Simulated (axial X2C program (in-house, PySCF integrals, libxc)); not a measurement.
## Ω levels of NiF⁺ from open-shell CI on d7 s1

Calculated with an axial X2C code built on PySCF integrals: two-component X2C with atomic mean-field Coulomb and Gaunt terms, basis Ni dyall-v3z, F dyall-v3z (cores contracted in-house). Orbitals come from Hartree–Fock averaged over the configuration Ni d7 s1; CI then distributes these electrons over the d, s shells of Ni.

R = 1.673 Å (near the minimum of the configuration average).

Active spinors (ω > 0):

```json
{"shell": "d", "ω": "3/2", "ε (eV)": "-27.41", "character": "100% Ni d"}
{"shell": "d", "ω": "5/2", "ε (eV)": "-27.21", "character": "100% Ni d"}
{"shell": "d", "ω": "1/2", "ε (eV)": "-26.22", "character": "93% Ni d, 6% F p"}
{"shell": "d", "ω": "3/2", "ε (eV)": "-26.12", "character": "93% Ni d, 6% F p"}
{"shell": "d", "ω": "1/2", "ε (eV)": "-25.19", "character": "87% Ni d, 9% F p"}
{"shell": "s", "ω": "1/2", "ε (eV)": "-12.42", "character": "72% Ni s, 23% Ni p, 4% F p"}
```

Lowest levels of this model:

```csv
Ω,energy (cm⁻¹),g∥,configuration
4,0,10.00,78% d8 + 22% d7 s1
3,632,6.34,81% d8 + 19% d7 s1
0,1137,0.00,87% d8 + 13% d7 s1
2,1199,3.76,88% d8 + 12% d7 s1
1,1212,2.74,88% d8 + 12% d7 s1
2,1829,3.81,84% d8 + 16% d7 s1
3,2041,7.66,92% d8 + 8% d7 s1
1,2447,2.02,90% d8 + 10% d7 s1
0,2545,0.00,90% d8 + 10% d7 s1
2,2993,4.42,91% d8 + 9% d7 s1
0,3340,0.00,88% d8 + 12% d7 s1
5,3360,14.01,100% d7 s1
1,3403,1.22,91% d8 + 9% d7 s1
4,3846,10.01,100% d7 s1
3,4349,6.02,100% d7 s1
2,4866,2.03,99% d7 s1
1,5392,1.97,99% d7 s1
0,6491,0.00,100% d7 s1
3,7592,9.89,100% d7 s1
0,8106,0.00,100% d7 s1
0,8662,0.00,100% d7 s1
4,9418,11.99,100% d7 s1
0,10839,0.00,100% d7 s1
0,10847,0.00,100% d7 s1
4,14693,10.00,81% d7 s1 + 19% d8
```

g∥ is the magnitude of 2⟨Lz + ge Sz⟩ for the +Ω component.

Problem. From Ω and g∥ of the lowest level, whose 2⟨Lz + ge Sz⟩ is positive, find ⟨Sz⟩ and ⟨Lz⟩ (ge = 2.0023).

Solution. Ω = ⟨Lz⟩ + ⟨Sz⟩ = 4 and ⟨Lz⟩ + ge⟨Sz⟩ = 5.000, so ⟨Sz⟩ = 1.00 and ⟨Lz⟩ = 3.00.

Occupations of the active spinors in the lowest level by ω, shell by shell in order of energy: -5/2: 0.01; -3/2: 0.99 0.01; -1/2: 0.99 0.82 0.17; 1/2: 1.00 0.95 0.06; 3/2: 1.00 1.00; 5/2: 1.00. The leading determinant has weight 0.77 among 24.

This point took 1.8 s on 1 thread of Intel(R) Xeon(R) Processor @ 2.50GHz (Skylake/Cascade Lake) (shared host).

There is no dynamic correlation: spin–orbit spacings and, for f shells, spacings inside one term are the most reliable numbers, splittings between terms come out too wide, and energies between configurations are not reliable, so the lowest level need not be the ground state of the molecule. The lowest levels belong to d8, not to the averaged configuration, so orbitals and distance suit them less well. For d shells the ligand-field splittings (σ, π, δ) and their order can be off by a thousand cm⁻¹ or more. At most 4 roots were kept for each Ω > 0 (twice that for Ω = 0) within 3.2 eV of the lowest, so higher up levels can be missing between those listed; levels with Ω > 0 are doubly degenerate and listed once, Ω = 0 levels singly.
